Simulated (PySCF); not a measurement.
**C₆ coefficients of unlike pairs at PBE**

Calculated with PySCF 2.14 from the dipole response of each species, C₆(A,B) = (3/π) ∫ α_A(iu) α_B(iu) du, in atomic units, from isotropic polarisabilities. For ions this is the dispersion term alone; charge-induced terms of lower order in 1/R come first.

| species | configuration | basis | relativity | α (bohr³) | C₆ (like pair) |
| --- | --- | --- | --- | --- | --- |
| Li+ | 1s2 (1S) | dyall-av3z (15s9p3d) | none | 0.2079 | 0.08655 |
| Si+ | [Ne] 3s2 3p1 (2P) | dyall-av3z (19s12p3d2f) | none | 19.05 | 100.3 |
| Os(3+) | [Xe] 4f14 5d5 (6S) | def2-QZVPPD with the def2 core potential (60 electrons) (7s5p4d4f2g) | core potential | 7.049 | 38.41 |
| Al | [Ne] 3s2 3p1 (2P) | aug-cc-pVTZ-DK (6s5p3d2f) | spin-free X2C | 65.73 | 586.2 |

Task: Estimate C₆ for Os(3+) with Li+.

Result: The integral gives 1.693. The combination rule 2 C_A C_B / (C_A α_B/α_A + C_B α_A/α_B) gives 1.635 and the geometric mean 1.823.

No spin-orbit coupling is included.

The other pairs:

```csv
pair,C₆
"Al, Si+",231.1
"Al, Li+",3.716
"Si+, Li+",1.962
"Al, Os(3+)",110.2
"Os(3+), Si+",54.14
```
